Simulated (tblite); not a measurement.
Compound: C₆H₁₆N (charge +1).
Bonds: C1–C2, C2–C3, C3–C4, C4–C5, C4–C6, C4–N7. Hydrogens: H8, H9, H10 on C1; H11, H12 on C2; H13, H14 on C3; H15, H16, H17 on C5; H18, H19, H20 on C6; H21, H22, H23 on N7.

Computed with GFN2-xTB (tblite), gas phase: nudged elastic band of 9 images (0 to 8), spring 0.2 eV/Å², climbing image at the end, force threshold 0.05 eV/Å. The top image wasn't refined or checked by frequencies; at this threshold it can lie a kcal/mol or more above the true saddle point of the method.

The band describes a rotation about C2–C3 (chain CH2 carbon, chain CH2 carbon), followed by the dihedral C1–C2–C3–C4, from the optimised start (178°) to a second optimised geometry at -97°.

Question: How does the energy change from image to image?

Answer: 
| image | dihedral (°) | E (kJ/mol) | C2–C3 (Å) | C1···C4 (Å) | largest true force (eV/Å) |
| --- | --- | --- | --- | --- | --- |
| 0 | 178 | 0.00 | 1.531 | 3.91 | 0.01 |
| 1 | -173 | 0.58 | 1.531 | 3.91 | 0.03 |
| 2 | -163 | 2.33 | 1.533 | 3.89 | 0.04 |
| 3 | -152 | 4.89 | 1.535 | 3.86 | 0.04 |
| 4 | -141 | 7.38 | 1.538 | 3.81 | 0.04 |
| 5 | -130 | 8.92 | 1.540 | 3.75 | 0.04 |
| 6 | -119 | 9.00 | 1.541 | 3.67 | 0.03 |
| 7 | -108 | 7.87 | 1.540 | 3.58 | 0.04 |
| 8 | -97 | 6.85 | 1.539 | 3.50 | 0.01 |

Barriers of this band. The top is image 6 at -119°: 9.00 kJ/mol forward and 2.15 kJ/mol back; the end lies 6.85 kJ/mol above the start. The central bond is 0.010 Å longer at the top than at the start.

Question: What rate follows at 298 K for crossing this barrier forward?

Answer: Taking the electronic barrier for the free energy of activation (no zero-point or entropy terms, transmission 1), rate = (kT/h)·exp(−ΔE/kT) ≈ 2 × 10^11 s⁻¹, whose inverse is 6 × 10^-12 s. An error of 1 kcal/mol in the barrier changes this by a factor of 5, and the method and the loose band can each miss by that much or more. The barrier is only 3.6 kT, where transition-state theory is rough.

Question: How would the two end points share their population at 298 K, from these energies alone?

Answer: exp(−ΔE/kT) with ΔE = 0.071 eV gives 0.063 for the higher one (end) against 1 for the lower, without vibrational, rotational or degeneracy terms.

Question: How long is the path, and how are the images spaced?

Answer: Cartesian distances between aligned neighbours (all atoms, Å): 0.53, 0.55, 0.55, 0.56, 0.56, 0.56, 0.58, 0.58; the sum is 4.47 Å, and the top lies 74 % of the way along.

What follows is the cost of the whole band run. Time: 3.0 s; peak memory 0.19 GiB. Hardware: one thread of an AMD EPYC 9R14 (shared host).
